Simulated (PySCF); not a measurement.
(2R)-but-3-ene-1,2-diamine (C₄H₁₀N₂), SMILES C=C[C@@H](N)CN.

Geometry: B3LYP-D3(BJ)/def2-SVP. One conformer was computed; it need not be the lowest.

All values below come from TDDFT-PBE/def2-SVPD (PySCF 2.14.0).

Vertical excitations. Gas-phase values at a fixed geometry.

### Question
Give excitation energies, oscillator strengths and character. (The exact figures need the calculation; the answer reports its results.)

### Answer

```json
[
 {"state": "S1", "energy (eV)": "4.49", "λ (nm)": "276", "f": "0.005", "main pairs": "HOMO→LUMO 99 %"},
 {"state": "S2", "energy (eV)": "5.12", "λ (nm)": "242", "f": "0.070", "main pairs": "HOMO−1→LUMO 88 %"},
 {"state": "S3", "energy (eV)": "5.32", "λ (nm)": "233", "f": "0.010", "main pairs": "HOMO→LUMO+1 99 %"},
 {"state": "S4", "energy (eV)": "5.60", "λ (nm)": "221", "f": "0.020", "main pairs": "HOMO−1→LUMO+1 99 %"},
 {"state": "S5", "energy (eV)": "5.84", "λ (nm)": "212", "f": "0.009", "main pairs": "HOMO→LUMO+2 99 %"},
 {"state": "S6", "energy (eV)": "6.14", "λ (nm)": "202", "f": "0.016", "main pairs": "HOMO−1→LUMO+2 99 %"},
 {"state": "S7", "energy (eV)": "6.16", "λ (nm)": "201", "f": "0.019", "main pairs": "HOMO→LUMO+3 99 %"},
 {"state": "S8", "energy (eV)": "6.48", "λ (nm)": "191", "f": "0.008", "main pairs": "HOMO−1→LUMO+3 98 %"},
 {"state": "S9", "energy (eV)": "6.52", "λ (nm)": "190", "f": "0.002", "main pairs": "HOMO→LUMO+4 100 %"},
 {"state": "S10", "energy (eV)": "6.70", "λ (nm)": "185", "f": "0.043", "main pairs": "HOMO−2→LUMO+1 98 %"},
 {"state": "T1", "energy (eV)": "4.22", "λ (nm)": "294", "f": "0", "main pairs": "HOMO−1→LUMO 79 %, HOMO−2→LUMO 20 %"},
 {"state": "T2", "energy (eV)": "4.38", "λ (nm)": "283", "f": "0", "main pairs": "HOMO→LUMO 99 %"},
 {"state": "T3", "energy (eV)": "5.11", "λ (nm)": "243", "f": "0", "main pairs": "HOMO→LUMO+1 98 %"},
 {"state": "T4", "energy (eV)": "5.17", "λ (nm)": "240", "f": "0", "main pairs": "HOMO−2→LUMO 76 %, HOMO−1→LUMO 21 %"}
]
```
Triplets are in the Tamm–Dancoff approximation, which puts them higher than full response would, so one can lie above its singlet here.
